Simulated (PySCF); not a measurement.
A structure optimised at PBE-D3(BJ)/def2-SVP, used in a PySCF frequency run:

```
Si
F 1 1.6597
N 1 1.7331 2 112.22
H 3 1.0233 1 118.94 2 69.28
H 3 1.0233 4 109.87 1 141.98
C 1 1.8732 2 106.15 3 118.99
H 6 1.1084 1 111.12 2 176.26
H 6 1.1087 7 108.31 1 121.79
H 6 1.1095 7 108.02 8 116.04
C 1 1.8732 2 106.15 3 -118.99
H 10 1.1084 1 111.12 2 -176.26
H 10 1.1087 11 108.31 1 -121.79
H 10 1.1095 11 108.02 12 -116.04
```
Charge 0, spin multiplicity 1.

**Question.** Write its SMILES, formula and point group.

**Answer.** C[Si](C)(N)F, C2H8FNSi, Cs

**Question.** What are its rotational constants (standard atomic weights)?

**Answer.** 3.5140, 3.3054, 3.1839 GHz
